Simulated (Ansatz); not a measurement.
`BN1C[SiH2]1`, 10 atoms. Total charge 0; spin multiplicity 1. All runs use 2 threads of an AMD EPYC 7B13 on a shared host. Correlated methods freeze the cores.

(1) How many basis functions does each run have, and how long does it take in Ansatz? RKS PBE0-D4/def2-TZVP relaxation (7 steps); RKS PBE0-D4/def2-QZVPP energy; RKS PBE0-D4/def2-SVP energy; RKS ωB97M-V/def2-TZVPP energy and forces; RHF-CCSD(T)/def2-TZVPP energy; RKS PBE0-D4/def2-TZVP frequencies; RHF-MP2/def2-QZVPP energy; direct RPA on PBE orbitals/def2-TZVPP energy; RKS ωB97M-V/def2-QZVPP energy; RKS PBE-D4/def2-TZVPP energy and forces; RKS SPW92 (LDA)/def2-TZVPP energy; RKS ωB97M-V/def2-SVP energy. (An estimate is asked.)

## Answers

(1) Computed: Other jobs shared the machine, so times are rough.

```
                                level                   job  functions  wall time  peak host memory (GiB)
                 RKS PBE0-D4/def2-SVP                energy         90        1 s                    0.18
           RKS SPW92 (LDA)/def2-TZVPP                energy        219      1.4 s                    0.25
                RKS PBE-D4/def2-TZVPP     energy and forces        219      2.7 s                    0.26
                 RKS ωB97M-V/def2-SVP                energy         90      3.5 s                    0.26
direct RPA on PBE orbitals/def2-TZVPP                energy        219      5.5 s                    0.54
               RKS PBE0-D4/def2-QZVPP                energy        421        8 s                     1.1
               RKS ωB97M-V/def2-TZVPP     energy and forces        219       11 s                    0.67
               RKS ωB97M-V/def2-QZVPP                energy        421       19 s                     1.4
                   RHF-MP2/def2-QZVPP                energy        421       21 s                     2.2
                RKS PBE0-D4/def2-TZVP  relaxation (7 steps)        166       24 s                    0.36
               RHF-CCSD(T)/def2-TZVPP                energy        219       61 s                     3.3
                RKS PBE0-D4/def2-TZVP           frequencies        166      120 s                    0.39
```
